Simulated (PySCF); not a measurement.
C6H5I, SMILES C(/C=C(\I)C=C)#C.

The structure is a stationary point at PBE0-D3(BJ)/def2-SVP. The structure was generated by enumeration; whether it is a known compound was not checked. The def2 effective core potentials stand for the cores of I; spin–orbit coupling is left out. The values are those of a single conformer.

These are PBE0/def2-TZVP run with PySCF values and carry that method's errors.

Gas-phase values at a fixed geometry.

The total energy is -529.05184 hartree and the point group comes out as Cs. The highest occupied level comes out as -6.66 eV, the lowest empty level is -1.95 eV and the orbital gap is 4.71 eV. The dipole moment comes out as 1.08 D. The quadrupole, principal values (traceless, Buckingham form, about the centre of nuclear charge) is -11.51, 1.07, 10.44 D·Å.
